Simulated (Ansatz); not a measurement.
Basis-set extrapolation for C3H5ClOSi (`C#C[SiH](Cl)OC`) (PBE0-D4/def2-TZVP geometry, frozen core, Ansatz). Multiplicity 1, RHF reference.

```csv
,def2-TZVPP,def2-QZVPP
HF,-939.959266,-939.989946
MP2 correlation,-1.010326,-1.089064
CCSD(T) correlation,-1.101379,not run
```

Energies in hartree. Use E(X) = E(∞) + A·exp(−7.88·√X) for Hartree–Fock and E(X) = E(∞) + B·X^(−2.97) for correlation, with X = 3 and 4, and add CCSD(T) minus MP2 of the smaller set to the MP2 limit.

Q: What is the CCSD(T) energy at the basis-set limit?

A: HF limit: -939.989946 + (-0.030680) × 0.13774 = -939.99417. MP2 limit: -1.089064 + (-0.078738) × 0.74074 = -1.14739. Higher-order term: -1.101379 − (-1.010326) = -0.09105. Total: -941.23261 hartree, 4.68 eV below CCSD(T)/def2-TZVPP.
